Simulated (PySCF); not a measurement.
**Choosing a basis for TDDFT**

H₁₂OSi₅.
InChI=1S/H12OSi5/c2-1-6(4)5-3/h6H,5H2,2-4H3/t6-/m0/s1

TDDFT with PBE0 (PySCF), vertical singlets, core orbitals frozen in the response, spherical d and f functions. Isolated species at its PBE0-D3(BJ)/def2-SVP geometry (one conformer only).

```
      basis  functions  diffuse  S1 (eV)  S2 (eV)  S3 (eV)  S4 (eV)  S5 (eV)  LUMO (eV)  α (au)
     6-31G*        128       no     5.37     6.28     6.37     6.68     6.70      -0.76   127.6
    6-31+G*        152      yes     5.23     6.15     6.20     6.41     6.48      -1.02   140.6
   def2-SVP        164       no     5.40     6.27     6.29     6.68     6.72      -0.85   136.5
  def2-SVPD        239      yes     5.24     6.09     6.16     6.37     6.44      -1.00   152.3
aug-cc-pVDZ        266      yes     5.19     6.05     6.11     6.27     6.31      -1.01   154.9
  def2-TZVP        288       no     5.15     6.02     6.09     6.33     6.42      -1.06   147.5
```

Compare the sets with the largest diffuse one.

States are compared by their number. Against the largest diffuse basis here (aug-cc-pVDZ, itself not a converged limit), sets without diffuse functions differ by up to 0.21 eV in S1 and 0.41 eV in S5; the smaller diffuse sets differ by up to 0.05 and 0.17 eV. State by state, the largest deviation of a set without diffuse functions is S1 0.21, S2 0.23, S3 0.26, S4 0.41, S5 0.41 eV. The same number needn't mean the same state in each row. Against aug-cc-pVDZ the polarisability deviates by -18% in 6-31G*, -9% in 6-31+G*, -12% in def2-SVP, -2% in def2-SVPD, -5% in def2-TZVP. A single + in a Pople set puts diffuse functions on heavy atoms only.
